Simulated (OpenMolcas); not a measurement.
**Ions of charge +2 along the 3d row with 6 fluoride ligands in octahedral coordination**

```json
{
  "Program": "OpenMolcas",
  "Method": "SS-CASPT2, IPEA 0.25 Eh, imaginary shift 0.1 Eh",
  "Spin-orbit coupling": "state interaction with AMFI integrals over the reference wave functions"
}
```

The d shell is active; CASPT2 correlates the ligand valence shells and the outer metal core. Anionic complexes are neutralised by point charges behind the ligands. Distances were set from a Shannon-type radius of the metal (high-spin where two are listed) plus a fixed donor radius (F 1.31 Å). Ligand basis ANO-RCC-VTZP, DKH2 Hamiltonian. States (labels of O, the rotations of Oh). Energies in cm-1 above the lowest state or level, χT in cm3 K/mol; under a threefold ground state the first gap can be a small split of the lowest multiplet, not the spin-orbit step; 10Dq and B are least-squares fits to the states below 45000 cm-1, weighted by degeneracy, with a free offset, and given where the rms deviation is under 5 % of |10Dq| (or 100 cm-1) and under 700 cm-1. Spin-only χT is S(S+1) / 2 for the spin of the ground state.

```
 Ion  Shell  R (Å)   Metal basis  Outer charge (e at Å behind ligand)  Ground state  First state of that spin  10Dq  B (rms of fit)  First gap with spin-orbit (degeneracies)  χT at 300 K  First state of another spin  Spin-only χT
Ti2+    3d2   2.17  ANO-RCC-VTZP                          0.67 at 3.2           3T1                  3T2 8340  8826       690 (362)                                  3 (2, 3)        1.103                     1T2 8630         1.000
Mn2+    3d5   2.14  ANO-RCC-VTZP                          0.67 at 3.2           6A1                                                                              23130 (6, 2)        4.386                    4T1 23180         4.375
Co2+    3d7   2.06  ANO-RCC-VTZP                          0.67 at 2.8           4T1                  4T2 6340                                                      360 (2, 4)        3.613                     2E 13900         1.875
Ni2+    3d8      2  ANO-RCC-VTZP                          0.67 at 2.4           3A2                  3T2 7100                                                     6780 (3, 2)        1.431                     1E 14060         1.000
Cu2+    3d9   2.04  ANO-RCC-VTZP                          0.67 at 2.6            2E                  2T2 5940  5939                                               5280 (4, 2)        0.621                                      0.375
```

The rows also differ in their outer charges, so part of each step comes from that.

Every ion keeps the highest spin of its shell. χT departs most from the spin-only value for Co2+, by +1.738 cm3 K/mol.

Roots that are degenerate in the reference are averaged as groups; the widest CASPT2 spread within a group is 130 cm-1 (the 2-fold group of multiplicity 2 near 27100 cm-1 above the lowest state of its run, Co2+). Shifts and gaps below about the spread of the groups concerned are not significant. Over all roots computed the reference weight is 0.68 to 0.70 in Ti2+, 0.68 to 0.70 in Mn2+, 0.68 to 0.69 in Co2+, 0.68 to 0.69 in Ni2+, 0.69 in Cu2+; a low but even weight reflects the number of correlated electrons. Ligand-to-metal charge-transfer states are missing. Free-ion shares, where given, are those of the reference states; single-state CASPT2 does not remix them. An orbital triplet at a regular site is open to Jahn-Teller coupling, which can distort the site and quench the lowest spin-orbit gaps and is left out (holds for Ti2+; Co2+). With no ligand orbital active B as a rule stays too high, so bands that hang on it stand too high and its fall with covalency is understated (holds for Ti2+; Mn2+). With one d shell and no ligand orbital active, 10Dq can be off by tens of per cent for divalent 3d ions, low with halides held by bare charges and at times high in hosts (holds for Ti2+; Mn2+; Co2+). These CASPT2 states fit no ligand-field parameters well, so their order and spin gaps are uncertain (holds for Mn2+; Co2+; Ni2+). A single d shell leaves out the double-shell effect, which counts most for late 3d ions, where the CASPT2 field can be off either way by tens of per cent (holds for Co2+; Ni2+; Cu2+). For late 3d ions with one d shell CASPT2 can put B and the spin-flip bands somewhat low as well as high (holds for Co2+; Ni2+). With one d shell and no ligand orbital active, 10Dq can be off by tens of per cent for divalent 3d ions, low with halides held by bare charges and at times high in hosts, and the orbital part of g and χT goes as 1/10Dq (holds for Ni2+; Cu2+). An orbital doublet at a regular site is open to a Jahn-Teller distortion, which this geometry leaves out (holds for Cu2+). No measured value stands beside these numbers; the geometry was imposed, not optimised, and the real ion may take another.
